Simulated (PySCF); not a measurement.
**VS: from constants to spectrum**

ROHF-CCSD(T) constants of VS, ⁴Σ⁻ (quartet), unpaired electrons σ ↑, δ ↑↑ (basis V x2c-TZVPPall, S x2c-TZVPPall; spin-free X2C with a Gaussian nucleus; PySCF 2.14; masses 50.9440 and 31.9721 u):

| Quantity | Value |
| --- | --- |
| ωe | 557.1 cm⁻¹ |
| ωexe | 1.93 cm⁻¹ |
| Be | 0.2045 cm⁻¹ |
| αe | 0.000965 cm⁻¹ |
| De to V (3d3 4s2) + S | 4.16 eV |

Problem. What force constant and bond length do these constants imply?

Solution. Reduced mass μred = 19.644 u; k = 5.8918×10⁻⁷·μred·ωe² (u, cm⁻¹, mdyn/Å) = 3.59 mdyn/Å; Re = √(16.8576/(μred·Be)) (u, cm⁻¹, Å) = 2.049 Å.

Problem. Estimate the centrifugal constant D from the Kratzer relation and find the Dunham coefficient a1.

Solution. D = 4Be³/ωe² = 1.1e-07 cm⁻¹; a1 = −1 − αeωe/(6Be²) = -3.14.

Correlated steps freeze 10 core orbitals. The CCSD T1 diagnostic is raised, a sign that a single reference may not be enough here. With d or f electrons several states lie close, and the lowest PBE0 determinant need not be the measured ground state.
